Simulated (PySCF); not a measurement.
MoOCl2, SMILES [O]=[Mo]([Cl])[Cl] (connectivity only; charge and spin as stated), neutral, multiplicity 3.

Geometry optimised at PBE0-D3(BJ)/def2-SVP. The multiplicity is an assumed one; other spin states were not compared. The def2 effective core potentials stand for the cores of Mo; spin–orbit coupling is left out.

Level of theory: TDA-B3LYP/def2-SVPD run with PySCF.

Vertical excitations. 

```csv
state,energy (eV),λ (nm),f,main pairs
root 1,1.66,746,0.005,α HOMO→LUMO 96 %
root 2,1.97,628,0.001,α HOMO−1→LUMO 97 %
root 3,2.96,419,0.000,α HOMO→LUMO+2 96 %
root 4,3.02,410,0.000,α HOMO→LUMO+1 98 %
root 5,3.44,361,0.003,α HOMO−1→LUMO+2 98 %
root 6,3.55,349,0.008,α HOMO−1→LUMO+1 98 %
root 7,4.17,297,0.003,β HOMO→LUMO 98 %
root 8,4.34,286,0.007,β HOMO−1→LUMO 97 %
root 9,4.41,281,0.000,"α HOMO−2→LUMO 73 %, β HOMO−3→LUMO 16 %"
root 10,4.42,281,0.001,β HOMO−2→LUMO 99 %
```
Unrestricted roots are not spin-pure.
